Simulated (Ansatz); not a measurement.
H2O2W, SMILES [OH][W][OH] (connectivity only; charge and spin as stated), neutral, multiplicity 3. Atoms are numbered in the order given.

```xyz
5

W      0.0000     0.0000     0.0000
O      0.0000     0.0000     1.8216
H      0.0000     0.0000     2.7745
O      0.0000     0.0000    -1.8216
H      0.0000     0.0000    -2.7745
```
Charge 0, spin multiplicity 3.

Coordinates come from a PBE0-D3(BJ)/def2-TZVP optimisation. The spin state was assumed, not searched. The def2 effective core potentials stand for the cores of W; spin–orbit coupling is left out. Other conformers were not sampled.

Two levels are set side by side: PBE-D3(BJ)/def2-TZVP (Ansatz, a first-principles code) and PBE0-D3(BJ)/def2-TZVP (Ansatz). Each level has its own optimised geometry; the coordinates shown are those of the second. Differences are taken from unrounded values.

| quantity | PBE0-D3(BJ) | PBE-D3(BJ) | PBE-D3(BJ) minus PBE0-D3(BJ) |
|---|---|---|---|
| mean bond length (Å) | 1.387 | 1.398 | 0.010 |
| bond W1–O2 (Å) | 1.822 | 1.832 | 0.010 |
| bond W1–O4 (Å) | 1.822 | 1.832 | 0.010 |
| bond O2–H3 (Å) | 0.953 | 0.964 | 0.011 |
| bond O4–H5 (Å) | 0.953 | 0.964 | 0.011 |

GGA bonds tend to be longer and softer than those of functionals with exact exchange. Differences between two approximate levels are no errors against the true value.
